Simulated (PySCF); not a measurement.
AsH3.

```xyz
4

As     0.0000     0.0000     0.0723
H     -1.0974    -0.6336    -0.7954
H      0.0000     1.2671    -0.7954
H      1.0974    -0.6336    -0.7954
```

The structure is a stationary point at PBE-D3(BJ)/def2-TZVPD.

Method: PBE/pcSseg-2 (PySCF). Non-relativistic, no solvent.

Problem. Give the absolute GIAO shielding of each atom: isotropic value and principal components (ppm). (Estimate from the structure and the level; the computed values follow.)

Solution. 
| atom | σ(iso) | σ11 | σ22 | σ33 | span |
|---|---|---|---|---|---|
| As1 | 1879.3 | 1788.1 | 1924.9 | 1924.9 | 136.8 |
| H2 | 28.8 | 22.5 | 23.5 | 40.4 | 17.9 |
| H3 | 28.8 | 22.5 | 23.5 | 40.4 | 17.9 |
| H4 | 28.8 | 22.5 | 23.5 | 40.4 | 17.9 |
